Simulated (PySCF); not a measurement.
The metal is changed in M(CO). Isolated molecules, 0 K electronic values unless said otherwise. Multiplicities are imposed; where one is given, others were not computed.

Computed with B3LYP-D3(BJ)/def2-TZVP // PBE-D3(BJ)/def2-SVP in PySCF. B3LYP has the VWN-RPA correlation part, as in Gaussian. 

```csv
species,coordination number,mean C–O bond length of the carbonyls (Å),charge on the central atom (Mulliken) (e)
"M = Pd, multiplicity 1 ([Pd(CO)])",1,1.161,[?]
"M = Ir, multiplicity 2 ([Ir(CO)])",1,[?],0.02
"M = Pt, multiplicity 1 ([Pt(CO)])",1,1.165,0.03
```

### Question
What belongs in the gaps?

### Answer

- M = Pd, multiplicity 1 ([Pd(CO)]), charge on the central atom (Mulliken) (e): 0.12
- M = Ir, multiplicity 2 ([Ir(CO)]), mean C–O bond length of the carbonyls (Å): 1.171
